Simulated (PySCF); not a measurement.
# How methods differ on the ionisation energy of Ce¹⁹⁺

Ce¹⁹⁺ [Kr] 4d3 [4d3/2^3, M_J = 3/2] → Ce²⁰⁺ [Kr] 4d2 [4d3/2^2, M_J = 2], as a difference of total energies. All numbers are calculated (PySCF 2.14, the two-component X2C-1e Hamiltonian, in an uncontracted even-tempered set (18 s from 1.2 bohr⁻², ratio 2.8; 14 p from 1.5 bohr⁻², ratio 2.8; 9 d from 1.5 bohr⁻², ratio 2.8; 4 f from 6 bohr⁻², ratio 3)). Correlated levels: [Ar] 3d10 frozen; the 94 highest virtual spinors dropped. "Screened" scales the spin-orbit matrix elements by Boettger's factors to mimic the two-electron term; Breit and QED terms are absent.

| method | ionisation energy (eV) |
| --- | --- |
| GHF (screened spin-orbit) | 542.26 |
| GMP2 (screened spin-orbit) | 542.78 |

Q: How much does correlation contribute at GMP2 (screened spin-orbit)?

A: 542.78 − (542.26) = 0.52 eV, measured against GHF (screened spin-orbit).

Breit and QED terms and the two-electron picture change are absent.

The labels give the starting determinants; with spin-orbit coupling the two ends relaxed to ⟨J²⟩ = 4.65, ⟨L²⟩ = 10.46, ⟨S²⟩ = 3.01 and ⟨J²⟩ = 6.13, ⟨L²⟩ = 10.75, ⟨S²⟩ = 1.64.

The determinant of Ce¹⁹⁺ mixes levels of different J (the jj label is only the starting occupation), so the difference between spin-free and spin-orbit rows is not the physical spin-orbit shift.

For comparison: 543 ± 4 eV (theoretical estimate listed by NIST; NIST Atomic Spectra Database, ionization energies).
